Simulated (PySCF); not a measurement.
Si(Cl)2(OH)(SeH), SMILES O[Si](Cl)(Cl)[SeH] (H2Cl2OSeSi), singlet (PBE0/def2-SVP optimised geometry):

```
7

O      0.983     1.473    -1.288
Si     0.225     0.787     0.000
Cl    -1.782     1.227     0.017
Cl     1.122     1.627     1.632
Se     0.308    -1.473     0.000
H      0.764     1.109    -2.153
H      1.782    -1.473     0.000
```

Computed with PBE0/def2-TZVP (PySCF).

### Question
What are the frontier orbital energies and the dipole moment?

### Answer
HOMO-2 -9.36 eV, HOMO-1 -9.13 eV, HOMO -7.64 eV, LUMO -0.46 eV, LUMO+1 -0.07 eV; dipole moment 2.03 D.

On the same geometry PBE/def2-TZVP run with PySCF 2.14.0 gives HOMO-2 -7.90 eV, HOMO-1 -7.82 eV, HOMO -6.43 eV, LUMO -1.38 eV, LUMO+1 -0.98 eV; dipole moment 1.96 D.

Meta-Löwdin charges at PBE0/def2-TZVP: O1 -0.74, Si2 1.04, Cl3 -0.28, Cl4 -0.26, Se5 -0.21, H6 0.37, H7 0.08.
